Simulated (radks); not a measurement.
Q: Cd IV, configuration [Kr] 4d9 (the NIST ground configuration). All-electron calculation, Dirac Kohn-Sham, PBE, spin-unpolarised, spherical densities, point nucleus; open shells fill j = l - 1/2 first. Program: a radial shooting solver on a logarithmic mesh with Libxc functionals. Some entries of the table are withheld. Estimate them.

orbital  occ.  eigenvalue (hartree)  <r> (bohr)  <1/r> (bohr^-1)
1s1/2       2             -975.5385     0.03040            50.65
2s1/2       2             -145.9195      0.1313            11.69
2p1/2       2             -135.9306      0.1112            11.67
2p3/2       4             -128.8576      0.1164            10.94
3s1/2       2             -28.27350      0.3580              (1)
3p1/2       2             -24.27152      0.3494            4.012
3p3/2       4             -23.00815      0.3604            3.832
3d3/2       4             -15.92894      0.3326            3.671
3d5/2       6             -15.67220      0.3361            3.625
4s1/2       2              -5.19368      0.8759              (2)
4p1/2       2              -3.90525      0.9324            1.468
4p3/2       4              -3.68830      0.9619            1.412
4d3/2       4                   (3)       1.190              (4)
4d5/2       5                   (5)       1.203              (6)

A: 
(1) 3s1/2 <1/r> (bohr^-1): 4.105
(2) 4s1/2 <1/r> (bohr^-1): 1.586
(3) 4d3/2 eigenvalue (hartree): -1.69978
(4) 4d3/2 <1/r> (bohr^-1): 1.119
(5) 4d5/2 eigenvalue (hartree): -1.67138
(6) 4d5/2 <1/r> (bohr^-1): 1.105
